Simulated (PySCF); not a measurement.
State search for ZrI

Unrestricted PBE0; Zr def2-TZVPP with ECP28, I def2-TZVPP with ECP28; scalar-relativistic core potentials (PySCF 2.14). Outer shells of the fragments: Zr 4d2 5s2; I 4d10 5s2 5p5.

Followed along the bond (rough minima from three points):

| 2Ms+1 | unpaired | ⟨S²⟩ at the start | R at minimum (Å) | Te (eV) |
| --- | --- | --- | --- | --- |
| 4 | σ ↑, π ↑, δ ↑ | 3.76 | 2.74 | 0.00 |
| 4 | σ ↑, π ↑, δ ↑ | 3.76 | 2.74 | 0.01 |
| 4 | σ ↑, δ ↑↑ | 3.76 | 2.71 | 0.09 |
| 2 | δ ↑ | 1.13 | 2.67 | 0.33 |
| 4 | σ ↑↑, δ ↑ | 3.76 | 2.77 | 0.44 |
| 4 | σ ↑, π ↑↑ | 3.76 | 2.77 | 0.47 |

Solutions found at the starting distance of 2.715 Å, counted from the lowest of them; the search is not exhaustive and high or unbound solutions are not listed, so other states can lie among these:

| 2Ms+1 | unpaired | term | E (eV) | ⟨S²⟩ | ⟨Lz²⟩ | μ (D) |
| --- | --- | --- | --- | --- | --- | --- |
| 4 | σ ↑, π ↑, δ ↑ | mixed | 0.00 | 3.76 | 4.88 | -3.70 |
| 4 | σ ↑, π ↑, δ ↑ | mixed | 0.01 | 3.76 | 4.95 | -3.92 |
| 4 | σ ↑, δ ↑↑ | ⁴Σ⁻ | 0.09 | 3.76 | 0.00 | -4.36 |
| 2 | δ ↑ | mixed | 0.34 | 1.13 | 4.01 | -1.49 |
| 4 | σ ↑↑, δ ↑ | ⁴Δ | 0.45 | 3.76 | 4.01 | -0.93 |
| 4 | σ ↑, π ↑↑ | ⁴Σ⁻ | 0.48 | 3.76 | 0.00 | -3.61 |
| 2 | σ ↑, π ↓, δ ↑ | mixed | 0.54 | 1.75 | 4.82 | -4.39 |
| 2 | σ ↑, π ↓, δ ↑ | mixed | 0.59 | 1.75 | 5.00 | -4.28 |
| 2 | π ↑ | mixed | 0.66 | 0.78 | 1.23 | -3.05 |
| 2 | σ ↓, π ↑, δ ↑ | mixed | 0.74 | 1.73 | 4.97 | -3.73 |
| 2 | σ ↑, δ ↑↓ | mixed | 0.77 | 1.75 | 8.02 | -3.40 |
| 4 | π ↑↑, δ ↑ | ⁴Δ | 0.94 | 3.76 | 4.00 | -5.01 |
| 2 | σ ↓, δ ↑↑ | mixed | 1.01 | 1.75 | 0.00 | -1.44 |
| 4 | π ↑, δ ↑↑ | mixed | 1.01 | 3.76 | 1.81 | -4.60 |

A term symbol is given only where ⟨S²⟩ and ⟨Lz²⟩ are close to those of a pure state; real π, δ and φ orbitals otherwise mix terms. A positive dipole means Zr(−)I(+).

Spin–orbit coupling is left out. With d or f electrons several states lie close, and the lowest PBE0 determinant need not be the measured ground state.
